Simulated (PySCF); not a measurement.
Method: B3LYP-D3(BJ)/def2-TZVP // B3LYP-D3(BJ)/def2-SVP (PySCF 2.14.0). All species are isolated molecules in the gas phase. One relaxed conformer stands for a flexible species; it need not be the lowest. B3LYP has the VWN-RPA correlation part, as in Gaussian. Excitations are Tamm–Dancoff values on a coarser integration grid. The basis has no diffuse functions, so Rydberg states are missing or too high.

Reference species: [Al(H)3(NH3)] (neutral, multiplicity 1).

| Quantity | Result |
|---|---|
| HOMO–LUMO gap | 6.51 eV |
| S1–T1 gap (TDA) | 0.17 eV |
| S1 oscillator strength | 0.003 |

Changed species: [Al(H)3(CH3OH)] (adduct with CH3OH; the reference has adduct with NH3).

### Question
What does the change do to the HOMO–LUMO gap, S1–T1 gap (TDA) and S1 oscillator strength?

### Answer
the HOMO–LUMO gap rises by 0.05 eV, to 6.56 eV; the S1–T1 gap (TDA) rises by 0.05 eV, to 0.22 eV; the S1 oscillator strength hardly moves.
